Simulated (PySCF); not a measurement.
Vertical excitations of a molecule C3H6F2Si from PySCF with TDDFT-CAM-B3LYP/def2-SVPD, as energy in eV (oscillator strength): 7.67 (0.011), 8.08 (0.007), 8.23 (0.012), 8.41 (0.007), 8.60 (0.008), 8.68 (0.037), 8.85 (0.014), 8.91 (0.055), 8.95 (0.017), 9.09 (0.003). Lowest triplet (TDA): 7.28 eV. The structure is a stationary point at B3LYP-D3(BJ)/def2-SVP. One conformer was computed; it need not be the lowest.

**Question.** Identify the compound among the candidates.
(A) F[C@@H]1C([SiH3])[C@H]1F
(B) F/C=C(/F)C[SiH3]
(C) C=C[SiH2]C(F)F
(D) C[Si@H](F)/C=C\F

**Answer.** A, F[C@@H]1C([SiH3])[C@H]1F
